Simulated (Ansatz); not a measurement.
A geometry relaxed with B3LYP-D3(BJ)/def2-TZVP (Ansatz, a program for electronic structure), charge 0, multiplicity 1:

```xyz
10

H     -2.0491    -0.5890    -0.2454
H      1.5714    -1.4438    -0.2517
H      2.1387     0.0693     0.1970
N      1.3386    -0.4967    -0.0172
B     -0.0003     0.0001    -0.0001
H     -1.1637     1.7799     0.2907
H      0.4795     2.0330     0.4951
N     -0.2532     1.3625     0.3516
N     -1.0884    -0.8650    -0.3341
H     -0.9734    -1.8503    -0.4858
```

### Question
Write the SMILES of this molecule.

### Answer
`NB(N)N`
